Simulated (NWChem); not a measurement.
Species: MoNH3SO2; SMILES [NH2][Mo](=[O])(=[O])[SH]

```xyz
8

Mo     0.0877     0.2952    -0.0017
O      0.7746     0.7737     1.4799
O      1.0393     0.6860    -1.3558
N     -1.6388     1.1528    -0.1648
H     -2.1709     1.5292     0.6270
H     -2.0663     1.4177    -1.0589
S     -0.1271    -2.0604    -0.0388
H     -0.4518    -2.1260     1.2862
```
Atoms are numbered in this order, from 1.

Computed with NWChem. Structure relaxed at the PBE-D3(BJ)/def2-SVP level. No frequency run checked for a minimum. def2 effective core potentials on Mo; no spin-orbit coupling. Level SCAN/def2-SVP: energy and gradient on several grids; changes count from the extra-fine grid, which is no exact limit either.

```json
[
 {"grid": "xcoarse", "size of the energy change (μHa)": "20000", "largest change of a gradient component (μHa/bohr)": "6000"},
 {"grid": "coarse", "size of the energy change (μHa)": "20000", "largest change of a gradient component (μHa/bohr)": "700"},
 {"grid": "medium", "size of the energy change (μHa)": "500", "largest change of a gradient component (μHa/bohr)": "700"},
 {"grid": "fine", "size of the energy change (μHa)": "300", "largest change of a gradient component (μHa/bohr)": "700"},
 {"grid": "xfine", "size of the energy change (μHa)": "< 10", "largest change of a gradient component (μHa/bohr)": "< 30"}
]
```
